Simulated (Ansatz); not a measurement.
Consider the hydrogenolysis of the Sn–O bond: `[CH3][SnH]([OH])[CH]=O` + H₂ → `[CH3][SnH2][CH]=O` + H₂O.

Program: Ansatz. Geometries: PBE0-D4/def2-TZVP. ΔE: electronic, gas phase. CCSD(T)/CBS adds triple-zeta CCSD(T) − MP2 to the extrapolated MP2 energy (def2 sets, frozen cores). This one scheme is used for every species. Functionals use def2-TZVPP. B3LYP here is the variant with VWN-RPA as its local correlation; programs differ in this. def2 core potentials past Kr. For Sn outer-core shells are correlated without core-valence functions, which leaves a few kJ/mol of doubt a bond. Each species was taken in one conformer, which may not be the lowest.

| level | ΔE (kcal/mol) | difference from CCSD(T)/CBS |
| --- | --- | --- |
| PBE-D4 | 1.1 | -0.2 |
| r2SCAN-D4 | 1.9 | 0.6 |
| PBE0-D4 | -0.8 | -2.1 |
| B3LYP-D4 | 1.3 | 0.0 |
| ωB97X-V | 0.9 | -0.4 |
| ωB97M-V | 0.4 | -0.9 |
| B2PLYP | 1.1 | -0.2 |
| PBE | 0.5 | -0.8 |
| r2SCAN | 1.7 | 0.4 |
| PBE0 | -1.4 | -2.7 |
| B3LYP | 0.4 | -0.9 |
| HF/def2-TZVPP | -2.4 | -3.7 |
| MP2/def2-TZVPP | 1.5 | 0.2 |
| SCS-MP2/def2-TZVPP | 1.4 | 0.1 |
| CCSD/def2-TZVPP | -1.0 | -2.3 |
| CCSD(T)/def2-TZVPP | 0.0 | -1.3 |
| HF/def2-QZVPP | -2.1 | -3.4 |
| MP2/def2-QZVPP | 2.4 | 1.1 |
| SCS-MP2/def2-QZVPP | 2.2 | 0.9 |
| HF/CBS(def2) | -2.0 | -3.3 |
| MP2/CBS(def2) | 2.8 | 1.5 |
| CCSD/CBS(def2) | 0.3 | -1.0 |
| CCSD(T)/CBS | 1.3 | 0 |

Largest T1 diagnostic among the species: 0.015.

In def2-TZVPP, CCSD(T) changes the Hartree–Fock value by +2.4 kcal/mol (the triples alone add +1.0 kcal/mol) and MP2 by +3.9 kcal/mol. From PBE to PBE0 (25 % exact exchange), in def2-TZVPP and without D4, ΔE moves by −1.9 kcal/mol. The D4 term adds +1.0 kcal/mol with B3LYP and +0.5 kcal/mol with PBE0; it sums over pairs of atoms, weighted by their polarisabilities, and B3LYP, whose exchange is more repulsive, gets the larger term.

CCSD(T)/CBS has its own doubt, a few kJ/mol and more with outer-core shells, so smaller differences from it don't rank the levels.
